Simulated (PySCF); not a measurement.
Sn(H)2(F)(vinyl) (C2H5FSn), SMILES [SnH2]([CH]=C)[F].

Geometry: PBE0-D3(BJ)/def2-SVP. The def2 effective core potentials stand for the cores of Sn; spin–orbit coupling is left out. Other conformers were not sampled.

All values below come from PBE0-D3(BJ)/def2-SVP (PySCF 2.14.0).

Frequencies are harmonic and unscaled.

Computed vibrational spectrum:
```csv
mode,ν (cm⁻¹),IR (km/mol),Raman (Å⁴/amu),depolarisation,moving atoms (share of kinetic energy)
1,63,1.5,5.8,0.75,"C 39 %, F 29 %, H 27 %"
2,149,7.6,4.0,0.75,"F 40 %, H 25 %, C 22 %, Sn 12 %"
3,220,1.1,3.4,0.49,"C 52 %, H 42 %"
4,410,32.5,11.8,0.56,"H 69 %, C 23 %"
5,485,53.6,5.3,0.73,"H 66 %, C 28 %"
6,537,31.5,17.3,0.53,"H 63 %, C 28 %"
7,570,18.8,14.8,0.52,"H 60 %, C 35 %"
8,622,95.2,5.8,0.19,"F 83 %, Sn 15 %"
9,668,142.3,22.5,0.67,H 93 %
10,691,82.3,24.9,0.74,H 97 %
11,994,19.2,2.6,0.69,"H 80 %, C 20 %"
12,994,20.1,2.0,0.69,"H 78 %, C 22 %"
13,1033,16.7,0.2,0.45,H 94 %
14,1251,7.9,12.9,0.17,"H 73 %, C 27 %"
15,1414,13.6,19.8,0.52,"H 85 %, C 15 %"
16,1676,4.3,6.1,0.06,"C 86 %, H 14 %"
17,1943,105.5,258.3,0.09,H 99 %
18,1955,180.8,127.6,0.57,H 99 %
19,3134,10.3,132.0,0.17,H 95 %
20,3183,1.8,141.8,0.34,"H 91 %, C 9 %"
21,3228,4.2,106.0,0.57,"H 89 %, C 11 %"
```
